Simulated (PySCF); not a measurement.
The dipole of `C[Si@@H]1C=CC=C1C1CC1` from its density and from atomic charges.

Coordinates (GFN2-xTB, Å) and charges (e) from the PBE0/pcSseg-1 density (PySCF):

| atom | x | y | z | Mulliken | IAO | Hirshfeld | ESP-fitted |
| --- | --- | --- | --- | --- | --- | --- | --- |
| C1 | -2.504 | -1.302 | -0.381 | -0.6226 | -0.7110 | -0.2078 | -0.6462 |
| Si2 | -1.612 | -0.092 | 0.781 | +0.9226 | +0.8954 | +0.3620 | +0.7749 |
| C3 | -1.937 | 1.731 | 0.443 | -0.4126 | -0.4580 | -0.1618 | -0.5036 |
| C4 | -0.791 | 2.315 | 0.068 | -0.0692 | -0.1249 | -0.0446 | -0.1015 |
| C5 | 0.385 | 1.467 | -0.002 | -0.1373 | -0.1777 | -0.0621 | -0.0833 |
| C6 | 0.212 | 0.173 | 0.323 | -0.3627 | -0.2499 | -0.0812 | -0.2751 |
| C7 | 1.255 | -0.859 | 0.323 | -0.2121 | -0.1350 | -0.0453 | -0.0733 |
| C8 | 2.340 | -0.862 | -0.726 | -0.1713 | -0.2830 | -0.0858 | -0.2439 |
| C9 | 2.682 | -0.523 | 0.684 | -0.1682 | -0.2821 | -0.0854 | -0.3203 |
| H10 | -3.564 | -1.343 | -0.153 | +0.1402 | +0.1583 | +0.0439 | +0.1558 |
| H11 | -2.103 | -2.304 | -0.274 | +0.1378 | +0.1565 | +0.0431 | +0.1434 |
| H12 | -2.395 | -1.006 | -1.420 | +0.1486 | +0.1637 | +0.0462 | +0.1763 |
| H13 | -1.782 | -0.474 | 2.190 | -0.0717 | -0.1194 | -0.0758 | -0.1600 |
| H14 | -2.860 | 2.279 | 0.529 | +0.0992 | +0.1518 | +0.0358 | +0.1847 |
| H15 | -0.700 | 3.364 | -0.181 | +0.0848 | +0.1463 | +0.0471 | +0.1376 |
| H16 | 1.327 | 1.901 | -0.307 | +0.0684 | +0.1351 | +0.0433 | +0.1502 |
| H17 | 0.904 | -1.833 | 0.642 | +0.0980 | +0.1376 | +0.0425 | +0.1395 |
| H18 | 2.329 | -0.068 | -1.457 | +0.1342 | +0.1485 | +0.0450 | +0.1250 |
| H19 | 2.662 | -1.814 | -1.122 | +0.1290 | +0.1492 | +0.0476 | +0.1293 |
| H20 | 2.905 | 0.505 | 0.925 | +0.1353 | +0.1485 | +0.0454 | +0.1402 |
| H21 | 3.241 | -1.238 | 1.268 | +0.1295 | +0.1498 | +0.0481 | +0.1505 |

What dipole does each set of charges give (1 e·Å = 4.803 D), and what does the density give?

The full density gives (0.23, -0.74, -0.41) D, 0.88 D in size; dipole vectors point from the negative to the positive end.

```csv
scheme,μx,μy,μz,size (D),share of the full size (%),angle to the full dipole (°)
Mulliken,-0.17,-2.36,0.94,2.54,290,53
IAO,-0.16,-1.28,0.63,1.43,163,58
Hirshfeld,0.07,-0.69,0.04,0.70,80,33
ESP-fitted,0.24,-0.73,-0.42,0.88,100,1
```

Which set comes closest?

Length of the difference vector: ESP-fitted 0.02 D, Hirshfeld 0.48 D, IAO 1.23 D, Mulliken 2.14 D. Closest: ESP-fitted. The schemes that divide the density aren't constrained to reproduce the dipole.

What is left for the Hirshfeld atoms' own dipoles?

The Hirshfeld atoms' densities add up to the full density, so μ = Σ q r + Σ (atomic dipoles). The atomic dipoles sum to (0.23, -0.74, -0.41) − (0.07, -0.69, 0.04) = (0.16, -0.05, -0.45) D, 0.48 D in size.

With the origin at the mean of the coordinates, (0.000, 0.001, 0.103) Å, which are the largest single terms, by size, of the IAO dipole along the direction of the full one?

C3 +4.67, Si2 -2.80, C1 -2.34, C8 -2.34, H14 -2.09 D; all 21 atoms together +0.75 D. The single terms depend on the origin, their sum doesn't.

Give the size of the full dipole in other units.

0.88 D = 0.345 au = 0.183 e·Å = 2.93 × 10⁻³⁰ C·m.

Isolated species at its GFN2-xTB geometry (one conformer only).

Shape of the structure used: `[CH3:1][Si@@H:2]1[CH:3]=[CH:4][CH:5]=[C:6]1[CH:7]1[CH2:8][CH2:9]1`: C5–C6–C7–C8 -37°.
